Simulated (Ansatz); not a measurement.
Reactions of FH7N2OSi2, SMILES `N[SiH2]O[SiH](N)F`.

Program: Ansatz. Geometries: PBE0-D4/def2-TZVP. ΔE: electronic, gas phase. CCSD(T)/CBS is the MP2 limit (def2-TZVPP, def2-QZVPP) plus CCSD(T) − MP2 in def2-TZVPP, frozen cores. This one scheme is used for every species, atoms too. Functionals use def2-TZVPP. Open shells (•) are unrestricted, without spin–orbit coupling. Spin–orbit coupling would lower the free atoms: a little for F, O, Si. Elements past krypton have def2 core potentials. For Ga, I outer-core shells are correlated without core-valence functions, so the limit isn't a true one: a few kJ/mol of doubt a bond, and 10 to 20 or more in all where bonds break to atoms. Scalar relativity is left out up to krypton. Each species was taken in one conformer, which may not be the lowest.

```
                                                                        reaction  B2PLYP (kJ/mol)  PBE0-D4 (kJ/mol)  ωB97M-V (kJ/mol)
                              `N[SiH2]O[SiH](N)F` + H₂ → `N[SiH2]O[SiH2]N` + H–F              147               141               151
                           `N[SiH2]O[SiH](N)F` + H–F → `N[SiH2]F` + `N[SiH](O)F`              -36               -27               -31
                            `N[SiH2]O[SiH](N)F` + HI → `N[SiH2]I` + `N[SiH](O)F`               30                20                31
                              `N[SiH2]O[SiH](N)F` → `N[SiH]([O])F`• + `N[SiH2]`•              567               551               585
                           `N[SiH2]O[SiH](N)F` + H₂O → `N[SiH2]O[SiH](N)O` + H–F               48                42                44
                                    `N[SiH2]O[SiH](N)F` → F• + `N[SiH]O[SiH2]N`•              680               664               694
         `N[SiH2]O[SiH](N)F` + `N[SiH](N)O` → `N[SiH2]N[SiH](N)O` + `N[SiH](O)F`               49                40                45
                             `N[SiH2]O[SiH](N)F` → F• + 7 H• + 2 N• + O• + 2 Si•             4811              4799              4884
`N[SiH2]O[SiH](N)F` + `[F][GaH][SiH3]` → `N[SiH2][Ga]([F])[SiH3]` + `N[SiH](O)F`              120               105               123
                                   `N[SiH2]O[SiH](N)F` → `N[SiH](O)F` + `N[SiH]`              275               283               276
```

Give the CCSD(T)/CBS values in the same order. (Estimate.)

Ansatz gave: 147, -27, 28, 597, 45, 700, 46, 4884, 119, 283 kJ/mol.

Largest T1 diagnostic: 0.025, for `N[SiH]([O])F`•, so its coupled-cluster energy is less sure.
